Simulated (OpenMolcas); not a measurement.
Eu³⁺: terms and fine structure

| Property | Result |
| --- | --- |
| Program | OpenMolcas |
| Method | CASSCF |
| Basis | ANO-RCC-VQZP [9s8p6d4f3g2h] |
| Scalar Hamiltonian | DKH2, point nucleus |
| Active space | 6 electrons in 7 orbitals (4f) |
| State averaging | 2S+1 = 7 even, 7 roots; 2S+1 = 5 even, 91 roots (42 in the spin-orbit step); 2S+1 = 3 even, 91 roots (0 in the spin-orbit step); 2S+1 = 1 even, 1 root (0 in the spin-orbit step) |
| Spin-orbit coupling | RASSI with atomic mean-field integrals over the reference wave functions, term energies averaged over their components |

Spin-free terms above the lowest, with the occupations of the reference:

```tsv
Configuration	Term	E (cm⁻¹)	Occupations
4f⁶	⁷F	0.0	4f 6.00
4f⁶	⁵D	24353	4f 6.00
4f⁶	⁵L	27834	4f 6.00
```

With spin-orbit coupling, above the lowest level:

| Configuration | Term | J | E (cm⁻¹) | g | Term weight % | Second |
| --- | --- | --- | --- | --- | --- | --- |
| 4f⁶ | ⁷F | 0 | 0.0 |  | 96 | 4 ⁵D |
| 4f⁶ | ⁷F | 1 | 375 | 1.501 | 96 | 4 ⁵D |
| 4f⁶ | ⁷F | 2 | 1075 | 1.501 | 97 | 3 ⁵D |
| 4f⁶ | ⁷F | 3 | 2015 | 1.500 | 98 |  |
| 4f⁶ | ⁷F | 4 | 3090 | 1.499 | 99 |  |
| 4f⁶ | ⁷F | 5 | 4195 | 1.498 | 99 |  |
| 4f⁶ | ⁷F | 6 | 5238 | 1.497 | 97 | 3 ⁵G |
| 4f⁶ | ⁵D | 0 | 22963 |  | 96 | 4 ⁷F |
| 4f⁶ | ⁵D | 1 | 23866 | 1.501 | 96 | 4 ⁷F |
| 4f⁶ | ⁵D | 2 | 25709 | 1.501 | 97 | 3 ⁷F |
| 4f⁶ | ⁵D | 3 | 28556 | 1.500 | 99 |  |
| 4f⁶ | ⁵L | 6 | 30094 | 0.714 | 100 |  |

Spin-orbit coupling puts the lowest level 3848 cm⁻¹ below the lowest spin-free term.

For ⁷F the intervals divided by the larger J are 374.6, 350.3, 313.4, 268.7, 220.9, 173.8 cm-1. Landé's interval rule makes them equal in pure LS coupling; they differ by 71 % of their mean. The multiplet is regular.

High states are left out of the spin-orbit mixing, which shifts the levels that they would mix with. Without dynamic correlation excited terms often stand tens of per cent too high (terms of higher spin than the ground term too low), and those without a measured partner can miss by more than the paired ones. Only configurations of the active space appear. The first state left out of the spin-orbit step lies near 38000 cm-1 above the lowest spin-free state of the reference (among the parities and spins computed), and the list stops at four fifths of that energy or lower.

The RASSCF and RASSI steps took 2.1 min on 1 thread of Arm Neoverse V1, on a shared host; the integral step is not counted.

The term weight is that of the spin-free term in the level, not the purity of its configuration.
